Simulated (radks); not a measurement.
Values are calculated unless marked as measured or tabulated.
Polarisability of the neodymium ion Nd6+, [Kr] 4d10 4f2 5s2 5p4, at imaginary frequency. Code: a radial shooting solver on a logarithmic mesh with Libxc functionals. Model: scalar-relativistic Kohn-Sham, LDA (Slater exchange, VWN5 correlation), spin-unpolarised, spherical densities, finite nucleus; Fermi nuclear charge, rms radius 4.9123 fm. Response by self-consistent Sternheimer equations with the Hartree and adiabatic LDA kernel, the relativistic mass of each level held fixed and spin-orbit coupling left out.

w (hartree),alpha1(iw) (bohr^3)
0.00266,3.679
0.0143,3.679
0.0360,3.677
0.0697,3.669
0.118,3.651
0.186,3.609
0.280,3.525
0.413,3.364
0.605,3.075
0.892,2.609
1.35,1.971
2.12,1.279
3.59,0.6958
6.94,0.2912
17.5,0.07042

Static values: alpha1 = 3.679 bohr^3 (0.5452 angstrom^3; uncoupled 6.312). C6 = 15.53, triple-dipole C9 = 40.42 atomic units. One-pole (London) frequency 4 C6 / (3 alpha1^2) = 1.530 hartree, against 3.007 for minus the highest occupied eigenvalue.
